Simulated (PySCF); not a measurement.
Input for PySCF: R-HF/STO-3G on C2H6Sn (SMILES C=[CH][SnH3]).

```python
from pyscf import gto, scf, dft, mp
from pyscf.data.elements import chemcore

mol = gto.M(
    atom='''
    C    -1.66532024   -0.08747631   -0.06249183
    C    -0.51029377   -0.59555950    0.35305120
    Sn    1.38193296    0.29755303   -0.09542917
    H    -1.72187729    0.81730109   -0.65884834
    H    -2.61658727   -0.55505621    0.17522012
    H    -0.52076951   -1.50468334    0.94745565
    H     2.36758679   -0.79476298   -0.97341347
    H     1.08441233    1.69870132   -1.03333607
    H     2.20091602    0.72398292    1.34779188
    ''',
    basis='sto-3g',
    charge=0, spin=0, verbose=3, max_memory=1800)
mf = scf.RHF(mol)
mf.conv_tol = 1e-8
mf.max_cycle = 100
mf.kernel()
if not mf.converged:
    mf = mf.newton().run(mf.mo_coeff, mf.mo_occ)
```

It printed:

```
converged SCF energy = -6041.55435700596
```

Self-consistency was reached.

Cost: very roughly 0.5 core-seconds.
